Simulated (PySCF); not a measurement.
**Electron correlation in Ge (germanium, neutral)**

[Ar] 3d10 4s2 4p2, high-spin 3P determinant. Calculation: PySCF 2.14, in cc-pVDZ-PP with ECP10MDF (4s3p2d, 23 functions); a scalar-relativistic core potential. Frozen: 3s2 3p6 3d10; 4 electrons correlated.

MP2 pair energies summed by pair of shells (mhartree):

```
 pair  energy  share (%)
4s-4p  -23.30       58.2
4s-4s  -12.90       32.2
4p-4p   -3.83        9.6
```

Total MP2 correlation energy: -40.02 mhartree.

Same-spin part -6.93 and opposite-spin part -33.10 mhartree; SCS-MP2 scales them by 1/3 and 6/5 to -42.02 mhartree.

```
  level  correlation energy (mhartree)
   CCSD                         -55.90
    (T)                          -0.68
CCSD(T)                         -56.58
```

Diagnostics: T1 = 0.0076, D1 = 0.0211, largest double amplitude 0.092.

Cost of the coupled-cluster step: 0.11 s of wall time on 1 thread of Neoverse-V1 (shared host), for 4 correlated electrons.

Iterations:

```
CC2 = 0
CCSD nocc = (np.int64(3), np.int64(1)), nmo = (14, 14)
frozen orbitals [[0, 1, 2, 3, 4, 5, 6, 7, 8], [0, 1, 2, 3, 4, 5, 6, 7, 8]]
max_cycle = 100
direct = 0
conv_tol = 1e-08
conv_tol_normt = 1e-06
diis_space = 8
diis_start_cycle = 0
Init t2, MP2 energy = -0.0400228477140991
Init E_corr(UCCSD) = -0.0400228477154339
cycle = 1  E_corr(UCCSD) = -0.0510455012006837  dE = -0.0110226535  norm(t1,t2) = 0.0491474
cycle = 2  E_corr(UCCSD) = -0.0541963385356346  dE = -0.00315083733  norm(t1,t2) = 0.0179029
cycle = 3  E_corr(UCCSD) = -0.0559029393622039  dE = -0.00170660083  norm(t1,t2) = 0.00777309
cycle = 4  E_corr(UCCSD) = -0.0558893989915463  dE = 1.35403707e-05  norm(t1,t2) = 0.00135826
cycle = 5  E_corr(UCCSD) = -0.0559014988852231  dE = -1.20998937e-05  norm(t1,t2) = 0.000195813
cycle = 6  E_corr(UCCSD) = -0.0558977941780581  dE = 3.70470716e-06  norm(t1,t2) = 2.35917e-05
cycle = 7  E_corr(UCCSD) = -0.0558991853072168  dE = -1.39112916e-06  norm(t1,t2) = 4.70943e-06
cycle = 8  E_corr(UCCSD) = -0.055898821213616  dE = 3.64093601e-07  norm(t1,t2) = 1.24634e-06
cycle = 9  E_corr(UCCSD) = -0.0558988632019596  dE = -4.19883435e-08  norm(t1,t2) = 1.58466e-07
cycle = 10  E_corr(UCCSD) = -0.0558988582645467  dE = 4.93741287e-09  norm(t1,t2) = 2.44878e-08
UCCSD converged
E(UCCSD) = -293.3969803212025  E_corr = -0.05589885826454669
UCCSD(T) correction = -0.000681532833907711
```
